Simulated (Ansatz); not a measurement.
`C=NCS` and `C=NCO[SiH3]` differ in one atom or group.

Ansatz, PBE0-D4/def2-TZVP geometries, multiplicity 1. Each molecule was computed in one conformer, which needn't be the lowest.

| property | `C=NCS` |
| --- | --- |
| HOMO–LUMO gap (PBE/def2-TZVPP) / eV | 3.88 |
| HOMO energy (PBE/def2-TZVPP) / eV | -5.76 |
| HOMO–LUMO gap (ωB97M-V/def2-TZVPP) / eV | 10.70 |
| size of the dipole moment (PBE/def2-TZVPP) / D | 1.55 |
| HOMO energy (B3LYP/def2-TZVPP) / eV | -6.75 |
| HOMO energy (PBE0/def2-TZVPP) / eV | -6.99 |

**Question.** Give the same properties after the change, and the shifts. (Best estimate.)

**Answer.** Ansatz gave: 
```tsv
property	`C=NCO[SiH3]`	shift
HOMO–LUMO gap (PBE/def2-TZVPP) / eV	4.73	0.85
HOMO energy (PBE/def2-TZVPP) / eV	-6.19	-0.43
HOMO–LUMO gap (ωB97M-V/def2-TZVPP) / eV	11.91	1.21
size of the dipole moment (PBE/def2-TZVPP) / D	0.82	-0.73
HOMO energy (B3LYP/def2-TZVPP) / eV	-7.45	-0.70
HOMO energy (PBE0/def2-TZVPP) / eV	-7.69	-0.70
```

With PBE0 the HOMO falls by 0.70 eV and the LUMO rises by 0.44 eV, so the gap widens by about 1.14 eV. PBE moves the HOMO by -0.43 eV and ωB97M-V by -0.85 eV. Dipoles are sizes alone; their direction can turn.

B3LYP here is the variant with VWN-RPA as its local correlation; programs differ in this.
